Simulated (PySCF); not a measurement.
SMILES C(C)(C)CCc1ccco1, GFN2-xTB optimised geometry. Atoms within 1.6 Å of the plane z = 1.5 Å (x, y, z in Å): C1 (-2.81, -2.11, 3.00), C2 (-2.27, -2.07, 1.57), C3 (-1.78, -3.46, 1.17), C4 (-1.16, -1.02, 1.48), C5 (-0.67, -0.77, 0.04), C6 (0.32, 0.34, 0.00), C7 (1.68, 0.34, 0.00), C8 (2.08, 1.70, 0.00), C9 (0.93, 2.42, 0.00), O10 (-0.14, 1.61, 0.00), H13 (-3.62, -2.82, 3.08), H14 (-3.08, -1.77, 0.90), H15 (-1.49, -3.48, 0.12), H16 (-2.57, -4.19, 1.31), H17 (-0.93, -3.75, 1.78), H18 (-0.31, -1.33, 2.09), H19 (-1.53, -0.08, 1.88), H22 (2.32, -0.52, 0.00), H23 (3.08, 2.08, 0.00), H24 (0.75, 3.48, 0.00).

Calculation: PBE0/def2-SVP run with PySCF 2.14.0. Cells within 0.4 Å of a nucleus heavier than hydrogen are left out (blank, or x).

Map of the HOMO amplitude (bohr^(-3/2)) on the plane z = 1.5 Å; orbital energy -6.18 eV, overall sign arbitrary:

```
|4444444444444444444444444444444|
|4444444444444444444444444444444|
|4444444444444444444444444444444|
|4444444444444444555544444444444|
|4444444444444455555555444444444|
|4444444444444555566655554444444|
|4444444444444556677766555444444|
|4444444444444556788876655444444|
|4444444444444556789887655544444|
|4444444444444556788887665544444|
|4444444444444445677777665544444|
|4444444444444444455666655544444|
|4444444444444332233445555444444|
|4444444444444321111233444444444|
|4444444444444321000112344444444|
|4444444444555531000112334444444|
|4444444444567753211122334444444|
|444444444345x974322223344444444|
|44444444322xx975433333444444444|
|4444444431013665444444444444444|
|44444555xx013555444444444444444|
|44444556xx124444444444444444444|
|4444455665334444444444444444444|
|4444445555444444444444444444444|
|4444444444x44444444444444444444|
|4444444443x45544444444444444444|
|4444444433444444444444444444444|
|4444444433444444444444444444444|
|4444444444444444444444444444444|
|4444444444444444444444444444444|
|4444444444444444444444444444444|
```
Scale: ten equal steps from -0.044 (start of '0') to 0.049 (end of '9'), in the order '0123456789'; x runs from -5.50 to 5.50, y from -5.50 (bottom) to 5.50 (top).
